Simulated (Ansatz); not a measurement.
The cluster Cu₃H₃. Charge 0, multiplicity 3. Geometry PBE-D4/def2-SVP; atoms count from 1.

```xyz
6

Cu    0.091    0.990    0.813
Cu    1.193    0.010   -1.074
Cu   -0.787   -0.998   -0.181
H     1.226    1.989    0.664
H    -0.525   -1.974   -1.316
H    -1.197   -0.018    1.093
```

At PBE0-D4/def2-TZVP a singlet of charge 0 lies 2.92 eV below the triplet, each at its own geometry. The structure comes from a short search, and lower isomers may exist.

**Question.** Estimate the Mulliken populations from the PBE0/def2-TZVP orbitals of Ansatz.

**Answer.** 
```json
{"atom": "Cu1", "charge (e)": "-0.20", "spin (α − β)": "0.41", "d electrons": "9.70"}
{"atom": "Cu2", "charge (e)": "0.02", "spin (α − β)": "0.84", "d electrons": "9.77"}
{"atom": "Cu3", "charge (e)": "-0.20", "spin (α − β)": "0.42", "d electrons": "9.70"}
{"atom": "H4", "charge (e)": "0.09", "spin (α − β)": "0.18", "d electrons": "–"}
{"atom": "H5", "charge (e)": "0.09", "spin (α − β)": "0.18", "d electrons": "–"}
{"atom": "H6", "charge (e)": "0.20", "spin (α − β)": "-0.02", "d electrons": "–"}
```
Mulliken values and Mayer orders depend strongly on the basis.

**Question.** Where does the spin sit?

**Answer.** Summed by element: Cu 1.67, H 0.33, of 2 unpaired in all. Largest on single atoms: Cu2 0.84, Cu3 0.42, Cu1 0.41.

**Question.** And the Mayer bond orders between bonded heavy atoms (over 0.3)?

**Answer.** Cu1–Cu2 0.49 (2.39 Å); Cu1–Cu3 0.53 (2.39 Å); Cu2–Cu3 0.49 (2.39 Å).
